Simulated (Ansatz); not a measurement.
Reactions of `C[CH2][Sn][Cl]`.

Calculated with Ansatz (gas phase, PBE0-D4/def2-TZVP geometries, no zero-point term in ΔE). CCSD(T)/CBS adds triple-zeta CCSD(T) − MP2 to the extrapolated MP2 energy (def2 sets, frozen cores). This one scheme is used for every species. DFT in def2-TZVPP. Elements past krypton have def2 core potentials. For Sn outer-core shells are correlated without core-valence functions, which leaves a few kJ/mol of doubt a bond. One conformer a species, not always the lowest.

```tsv
reaction	CCSD(T)/def2-SVP (eV)	PBE0-D4 (eV)	CCSD(T)/CBS(def2) (eV)
`C[CH2][Sn][Cl]` + H₂ → `[CH3][Sn][Cl]` + CH₄	-0.80	-0.84	-0.82
`C[CH2][Sn][Cl]` + `N[SiH](S)Cl` → `CS[SiH](N)Cl` + `[CH3][Sn][Cl]`	0.16	0.00	0.02
`C[CH2][Sn][Cl]` + H–F → `[F][Sn][Cl]` + `CC`	-1.51	-1.46	-1.43
`C[CH2][Sn][Cl]` + CH₃OH → `C[O][Sn][Cl]` + `CC`	-1.23	-1.15	-1.19
`C[CH2][Sn][Cl]` + `O[SiH](O)[SiH3]` → `CO[SiH](O)[SiH3]` + `[CH3][Sn][Cl]`	0.39	0.42	0.45
```

Largest T1 diagnostic: 0.017, for `C[O][Sn][Cl]`.
